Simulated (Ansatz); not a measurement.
`CC[N](C)[Al]([Cl])[Cl]`, relaxed with RKS PBE-D4/def2-SVP in Ansatz from a rough embedded geometry. The force threshold is 0.03 eV/Å; the program also tests the step.

Charge 0, multiplicity 1.

Start:

```xyz
15

C    -1.557    1.193   -0.339
C    -0.657    0.461    0.582
N     0.628    0.168   -0.058
C     1.610   -0.245    0.924
Al    0.454   -1.368   -1.279
Cl    0.878   -1.082   -3.455
Cl   -0.183   -3.367   -0.540
H    -1.870    0.607   -1.268
H    -0.984    2.147   -0.750
H    -2.455    1.556    0.158
H    -1.161   -0.460    0.917
H    -0.485    1.076    1.460
H     1.325   -0.986    1.570
H     1.839    0.722    1.595
H     2.619   -0.422    0.482
```

```json
{"step": "1", "energy (eV)": "-36343.6382", "largest force (eV/Å)": "5.049", "largest move (Å)": "0.000"}
{"step": "2", "energy (eV)": "-36344.4627", "largest force (eV/Å)": "1.563", "largest move (Å)": "0.190"}
{"step": "3", "energy (eV)": "-36344.6214", "largest force (eV/Å)": "0.486", "largest move (Å)": "0.170"}
{"step": "4", "energy (eV)": "-36344.6645", "largest force (eV/Å)": "0.302", "largest move (Å)": "0.106"}
{"step": "5", "energy (eV)": "-36344.7132", "largest force (eV/Å)": "0.160", "largest move (Å)": "0.195"}
{"step": "6", "energy (eV)": "-36344.7469", "largest force (eV/Å)": "0.286", "largest move (Å)": "0.196"}
{"step": "7", "energy (eV)": "-36344.7598", "largest force (eV/Å)": "0.474", "largest move (Å)": "0.198"}
{"step": "8", "energy (eV)": "-36344.7865", "largest force (eV/Å)": "0.440", "largest move (Å)": "0.149"}
{"step": "9", "energy (eV)": "-36344.8043", "largest force (eV/Å)": "0.266", "largest move (Å)": "0.068"}
{"step": "10", "energy (eV)": "-36344.8143", "largest force (eV/Å)": "0.059", "largest move (Å)": "0.083"}
{"step": "11", "energy (eV)": "-36344.8164", "largest force (eV/Å)": "0.085", "largest move (Å)": "0.069"}
{"step": "12", "energy (eV)": "-36344.8178", "largest force (eV/Å)": "0.055", "largest move (Å)": "0.029"}
{"step": "13", "energy (eV)": "-36344.8193", "largest force (eV/Å)": "0.043", "largest move (Å)": "0.058"}
{"step": "14", "energy (eV)": "-36344.8197", "largest force (eV/Å)": "0.029", "largest move (Å)": "0.016"}
```

End:

```xyz
15

C    -1.582    0.738   -0.435
C    -0.519    0.665    0.664
N     0.567   -0.192    0.223
C     1.665   -0.347    1.150
Al    0.293   -0.956   -1.376
Cl    0.956   -0.084   -3.188
Cl   -0.568   -2.876   -1.605
H    -1.959   -0.286   -0.690
H    -1.185    1.221   -1.356
H    -2.480    1.312   -0.132
H    -0.984    0.284    1.609
H    -0.153    1.698    0.896
H     1.342   -0.791    2.124
H     2.159    0.628    1.384
H     2.447   -1.015    0.732
```

Hardware: 4 threads of an AMD EPYC 9R45 on a shared host. Wall time 16 s, peak host memory 0.25 GiB.
